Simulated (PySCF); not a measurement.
A run for PySCF: R-M06-2X/6-31G* on C4H4N2 (SMILES N#CCCC#N), a point of a torsion scan.

```python
from pyscf import gto, scf, dft, mp
from pyscf.data.elements import chemcore

mol = gto.M(
    atom='''
    N    -2.29480888    0.00186584    1.26467674
    C    -1.51016625    0.25211996    0.47327882
    C    -0.50146309    0.54423637   -0.51463480
    C     0.68266381   -0.42970172   -0.36990478
    C     1.69133106   -0.13751344   -1.35785180
    N     2.47582831    0.11280038   -2.14938835
    H    -0.94727985    0.45501998   -1.50990100
    H    -0.16361015    1.57600577   -0.37837080
    H     1.12843797   -0.34059194    0.62537878
    H     0.34486033   -1.46145233   -0.50633539
    ''',
    basis='6-31g*',
    cart=True,
    charge=0, spin=0, verbose=3, max_memory=1800)
mf = dft.RKS(mol, xc='m062x')
mf.conv_tol = 1e-8
mf.max_cycle = 100
mf.kernel()
if not mf.converged:
    mf = mf.newton().run(mf.mo_coeff, mf.mo_occ)
```

Output:

```
converged SCF energy = -264.189839436682
```

Self-consistency was reached.

Cost: very roughly 14 core-seconds.
